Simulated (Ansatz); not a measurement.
Job for Ansatz (an electronic-structure program): R-BLYP/def2-TZVPP on H2O (SMILES O).

Ansatz 0.2 input:
```yaml
crystal:
  periodic: [false, false, false]
  atoms:
    - {symbol: O, position_ang: [-0.00000000, 0.00000000, 0.38961139]}
    - {symbol: H, position_ang: [0.00000000, 0.76498632, -0.19485569]}
    - {symbol: H, position_ang: [0.00000000, -0.76498632, -0.19485569]}
basis:
  gaussian:
    orbitals: def2-TZVPP
hamiltonian:
  xc: {name: BLYP}
scf: {lower_state_search: off}
```

**Question.** Give the final energy of this run.

**Answer.** -76.4489 hartree.
